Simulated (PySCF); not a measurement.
# Reading the logs of faulty runs: CGeH6N2

Calculated results; nothing here was measured. They come from PySCF 2.14.0, an open-source quantum chemistry program, on an isolated molecule that a program drew, which may never have been made. The molecule is CGeH6N2 (charge 0, singlet), drawn as the SMILES string `N[CH2][Ge][NH2]`.

Each row is a Hartree-Fock (HF) and frozen-core CCSD(T) single point in the cc-pVDZ basis, meant for a local HF minimum. Run 1 is clean. Each other run has one planted mistake out of seven kinds, and not every kind appears here: one electron removed, one electron added, multiplicity raised by two, geometry at a saddle point, minimal basis STO-3G, one bond length entered in bohr, all coordinates scaled. The reference is restricted for singlets and unrestricted otherwise, and also for a bond in bohr. Adding or removing an electron swaps singlet and doublet. Electrons count all cores. HOMO and LUMO are orbital energies over both spins, the gradient is its largest component, and the lowest frequency (negative if imaginary) is given only where the gradient is small. Bond lengths are over the 9 bonds as drawn. T1 is the CCSD diagnostic: over 0.02 (restricted) or 0.045 (unrestricted) a single reference is doubtful. Germanium has the cc-pVDZ-PP basis, with a core potential (ECP10MDF) in place of its 10 inner electrons, and its 3s, 3p and 3d shells are frozen in CCSD(T).

Geometry of the clean run:
```xyz
10
CGeH6N2, angstrom
N    -1.8844    2.0735    1.7144
C    -0.6696    1.2694    1.5597
Ge    0.9977    2.2429    0.9598
N     2.0975    0.7995    0.9536
H    -1.7287    2.8162    2.3762
H    -2.1120    2.5315    0.8471
H    -0.8766    0.4595    0.8499
H    -0.4594    0.7697    2.5128
H     3.0649    0.8632    0.6990
H     1.8406   -0.1410    1.1936
```

```
run  electrons  basis functions  <S^2>  HOMO (eV)  LUMO (eV)  gradient (hartree/bohr)  lowest frequency (cm^-1)  mean bond (Å)  longest bond (Å)      T1  HF (hartree)  CCSD(T) (hartree)                 mistake
  1         58               95  0.000      -8.09       1.77                  8.2e-06                        59         1.2794             2.022  0.0152    -443.62863         -444.26084                no fault
  2         59               95  0.765       0.42       8.82                  5.3e-02                         -         1.2794             2.022  0.0126    -443.58759         -444.22272      one electron added
  3         58               95  0.000      -8.28       1.35                  5.4e-02                         -         1.3702             2.165  0.0193    -443.58795         -444.23976  all coordinates scaled
  4         57               95  0.791     -15.12      -6.09                  1.0e-01                         -         1.2794             2.022  0.0330    -443.36834         -443.98665    one electron removed
  5         58               95  0.979      -8.30       1.91                  4.0e-02                         -         1.4242             2.768  0.0199    -443.53121         -444.12054                       ?
```

**Which mistake was planted in run 5, and what did it cost?**

The mean bond changes by a factor of 1.113 and the longest by 1.369, so the molecule wasn't scaled as a whole. A length L in bohr read as angstrom grows by (1/0.5292 - 1) L = 0.890 L. The 9 bonds together grew by 9 x 0.1448 = 1.303 Å, which gives L = 1.465 Å. That is bond N1-C2, 1.465 Å in the clean geometry. So the mistake is: one bond length entered in bohr. Subtracting run 1 and multiplying by 627.51 kcal/mol a hartree, the energy moved by 61.1 kcal/mol in HF and 88.0 kcal/mol in CCSD(T).

Cautions from the logs. Run 2: the HOMO is above zero, so the electron isn't bound and the energy depends on the basis.
